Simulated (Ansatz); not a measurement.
```csv
atom,x (Å),y (Å),z (Å)
C,0.9139,0.0000,0.0000
C,0.2320,1.1185,0.0000
C,-1.0425,1.1133,0.0000
C,-1.6911,0.0000,0.0000
C,-1.0425,-1.1133,0.0000
C,0.2320,-1.1185,0.0000
C,2.2094,0.0000,0.0000
H,0.7324,1.9911,0.0000
H,-1.5444,1.9846,0.0000
H,-2.6961,0.0000,0.0000
H,-1.5444,-1.9846,0.0000
H,0.7324,-1.9911,0.0000
H,2.7261,-0.8615,0.0000
H,2.7261,0.8615,0.0000
```

Basis set: 6-31G* (spherical functions). Frozen core: 7 orbitals. Charge 0, multiplicity 2.

Computed with Ansatz (development build ahead of 0.2.0); each method stands on the lowest determinant of its kind that the runs found.

The atomization energy at this shape (free ground-state atoms in the same class of orbitals less the molecule, no zero-point energy) of doublet C7H7:

```tsv
method	atomization energy
UHF	4606.2 kJ/mol
```

Question: What does UHF-MP2 give?

Answer: 5804.3 kJ/mol. Caution: the shape is not the minimum; the unrestricted determinant is spin contaminated.
